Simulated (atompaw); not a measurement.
## LDA (PW92) PAW (atompaw) dataset for Ho, scalar-relativistic all-electron reference.

```
Element                 : Ho
Generator               : atompaw 4.2.0.5
Type                    : PAW
Functional              : LDA (PW92)
Relativity              : scalar-relativistic
Frozen core             : [Kr] 4d10 4f10
Valence charge          : 11
Reference configuration : 5s2 5p6 5d1 6s0.5 6p0 (charge +1.5)
Partial waves           : 5s (bound): rc 2.25 bohr; 6s (bound): rc 2.00 bohr; 5p (bound): rc 2.20 bohr; 6p (bound, empty): rc 3.00 bohr; 5d (bound): rc 3.00 bohr; 5d channel at 0.55 Ry: rc 3.00 bohr
Local potential         : bessel scheme, radius 2.20 bohr
Core correction         : smooth core density matched at 2.60 bohr
Augmentation charge     : besselshape compensation charge, radius 2.95 bohr; PAW radius 3.00 bohr; waves and projectors: custom polynom2 7 10 vanderbiltortho
```

Poles of the logarithmic derivatives, all-electron (AE) and pseudo (PS). s: poles at -4.7, 1.1 (AE) and -4.7, 1.1 (PS) Ry. p: poles at -2.8, 2.3 (AE) and -2.8, 2.4 (PS) Ry. d: poles at -0.3, 4.6 (AE) and -0.3 (PS) Ry. Test radius 3.01 bohr.

* Cutoffs needed: 18 Ry and 35 Ry (the cutoffs (Ry, on a coarse ladder) from which the occupation-weighted sum of valence levels, in a spherical-Bessel basis at the reference potential, stays within 10 and 1 mRy of its value at 400 Ry)
* Ghost test: no extra level below or beside the all-electron valence levels (s, p, d, f tested) (spherical-Bessel basis up to 400 Ry, 20 bohr box)
* Lowest eigenvalue of the overlap operator: 0.24 (s channel)
* Overlap eigenvalues printed by atompaw (projector basis): 0.525, 0.725, 2.77, 11.2, 123, 704
* Share of each valence orbital outside the PAW sphere: 5s 0 %, 6s 60 %, 5p 1 %, 6p 82 %, 5d 24 %
